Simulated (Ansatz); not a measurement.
Geometry optimisation, DFT r2SCAN, scalar-relativistic, plane waves, PAW in Ansatz.

Input:

```yaml
crystal:
  lattice:
    - [0.0, 5.43, 5.43]
    - [5.43, 0.0, 5.43]
    - [5.43, 5.43, 0.0]
  atoms:
    - { symbol: Si, position: [0.0, 0.0, 0.0] }
    - { symbol: Si, position: [0.125, 0.125, 0.125] }
    - { symbol: Si, position: [0.0, 0.0, 0.5] }
    - { symbol: Si, position: [0.125, 0.125, 0.625] }
    - { symbol: Si, position: [0.0, 0.5, 0.0] }
    - { symbol: Si, position: [0.125, 0.625, 0.125] }
    - { symbol: Si, position: [0.0, 0.5, 0.5] }
    - { symbol: Si, position: [0.125, 0.625, 0.625] }
    - { symbol: Si, position: [0.5, 0.0, 0.0] }
    - { symbol: Si, position: [0.625, 0.125, 0.125] }
    - { symbol: Si, position: [0.5, 0.0, 0.5] }
    - { symbol: Si, position: [0.625, 0.125, 0.625] }
    - { symbol: Si, position: [0.5, 0.5, 0.0] }
    - { symbol: Si, position: [0.625, 0.625, 0.125] }
    - { symbol: Si, position: [0.5, 0.5, 0.5] }
    - { symbol: Si, position: [0.625, 0.625, 0.625] }
    - { symbol: Si, position: [0.8804178, 0.3699446, 0.8794557] }
basis:
  ecutwfc: 500.0
kpoints:
  mp_grid: { grid: [2, 2, 2] }
hamiltonian:
  xc: r2scan
  pseudopotentials: { kind: paw, azcp: { folder: soft_1 } }
scf:
  occupations: { method: fermi_dirac, width: 0.02 }
  lower_state_search: "off"
relax:
  f_tol: 0.03
  max_steps: 60
  adjacent_minimum: "off"
```

Run as:

```bash
$ ansatz run input.yaml --threads 2 --pin off --max-ram 5120MiB --backend cpu --events-out ev --progress --plain --runs-dir out
```

Q: Where does it end, and by what steps?

A: The forces met the threshold. The force dipped under the threshold on the way, but the program's further checks kept it going. Limits of this set-up: a small cell, in which the defect meets its images. After 3 steps the energy has fallen by 0.120 eV; Si17 moved furthest, 0.05 Å.

| step | energy less start (eV) | largest force component (eV/Å) | accepted |
| --- | --- | --- | --- |
| 0 | 0.0000 | 0.619 | yes |
| 1 | -0.1070 | 0.222 | yes |
| 2 | -0.1198 | 0.015 | yes |
| 3 | -0.1198 | 0.015 | yes |

```xyz
17
Lattice="0.0000 5.4300 5.4300 5.4300 0.0000 5.4300 5.4300 5.4300 0.0000" Properties=species:S:1:pos:R:3
Si -0.019 0.024 -0.018
Si 1.357 1.397 1.358
Si 2.721 2.716 -0.006
Si 4.042 4.075 1.359
Si 2.733 0.025 2.734
Si 4.073 1.356 4.073
Si 5.408 2.695 2.737
Si 6.786 4.075 4.103
Si -0.006 2.716 2.721
Si 1.358 4.075 4.043
Si 2.719 5.439 2.720
Si 4.072 6.791 4.073
Si 2.737 2.695 5.408
Si 4.102 4.075 6.786
Si 5.425 5.439 5.426
Si 6.787 6.760 6.788
Si 6.787 9.503 6.788
```

Run time: 51 s on 2 threads of Arm Neoverse V2, with other jobs on the host, peak memory 1.5 GiB.
